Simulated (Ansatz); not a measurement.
Geometry optimisation, Ansatz 0.2.0, RKS B3LYP-D4/STO-3G.

Input:

```yaml
crystal:
  periodic: [false, false, false]
  atoms:
    - { symbol: C, position_ang: [-0.0568, -0.1082, 1.8335] }
    - { symbol: B, position_ang: [1.115, 0.6659, 1.1197] }
    - { symbol: Cl, position_ang: [2.382, 1.4468, 2.1652] }
    - { symbol: B, position_ang: [1.3703, 0.7845, -0.5414] }
    - { symbol: B, position_ang: [0.271, 0.1509, -1.7196] }
    - { symbol: Si, position_ang: [-1.3711, -0.8073, -1.3452] }
    - { symbol: H, position_ang: [-0.094, -1.1302, 1.5325] }
    - { symbol: H, position_ang: [0.0395, 0.0182, 2.9175] }
    - { symbol: H, position_ang: [-1.0507, 0.4449, 1.5695] }
    - { symbol: H, position_ang: [2.2539, 1.3467, -0.9087] }
    - { symbol: H, position_ang: [0.55, 0.3319, -2.8121] }
    - { symbol: H, position_ang: [-1.0477, -2.0388, -0.5715] }
    - { symbol: H, position_ang: [-2.3552, 0.0504, -0.6057] }
    - { symbol: H, position_ang: [-2.0192, -1.1849, -2.6049] }
basis:
  gaussian: { orbitals: STO-3G }
hamiltonian:
  xc: b3lyp
  dispersion: d4
relax:
  f_tol: 0.02
  max_steps: 40
```

Command:

```bash
$ ansatz run input.yaml --threads 1 --pin off --max-ram 2048MiB --backend cpu --events-out ev --progress --plain --runs-dir out
```

Where does it end, and by what steps?

It converged. The force dipped under the threshold on the way, but the program's further checks kept it going. Limits of this set-up: minimal basis. After 25 steps the energy has fallen by 1.794 eV; H10 moved furthest, 1.75 Å.

```
step  energy less start (eV)  largest force component (eV/Å)  accepted
   0                  0.0000                           3.556       yes
   1                 -0.3183                           0.839       yes
   2                 -0.3786                           0.500       yes
   3                 -0.4638                           0.523       yes
   4                 -0.5945                           0.758       yes
   5                 -0.7776                           0.945       yes
   6                 -1.0271                           1.140       yes
   7                 -1.2494                           0.605       yes
   8                 -1.4409                           0.504       yes
   9                 -1.5971                           0.447       yes
  10                 -1.7052                           0.371       yes
  11                 -1.7509                           0.526       yes
  12                 -1.7759                           0.230       yes
  13                 -1.7845                           0.181       yes
  14                 -1.7880                           0.151       yes
  15                 -1.7907                           0.055       yes
  16                 -1.7921                           0.068       yes
  17                 -1.7929                           0.032       yes
  18                 -1.7931                           0.022       yes
  19                 -1.7934                           0.017       yes
  20                 -1.7936                           0.030       yes
  21                 -1.7938                           0.027       yes
  22                 -1.7939                           0.025       yes
  23                 -1.7940                           0.013       yes
  24                 -1.7941                           0.007       yes
  25                 -1.7942                           0.017       yes
```

```xyz
14
Properties=species:S:1:pos:R:3
C 0.221 -0.017 2.194
B 1.038 0.752 1.084
Cl 1.768 2.344 1.518
B 1.230 0.243 -0.468
B 0.106 0.483 -1.574
Si -1.357 -0.830 -1.744
H 0.117 -1.091 1.977
H 0.659 0.103 3.197
H -0.798 0.407 2.237
H 2.192 -0.390 -0.727
H 0.072 1.426 -2.273
H -1.182 -1.998 -0.913
H -2.599 -0.193 -1.360
H -1.480 -1.267 -3.118
```

Time of the run: 100 s on 1 thread of Arm Neoverse V1, on a shared host, peak memory 0.15 GiB.
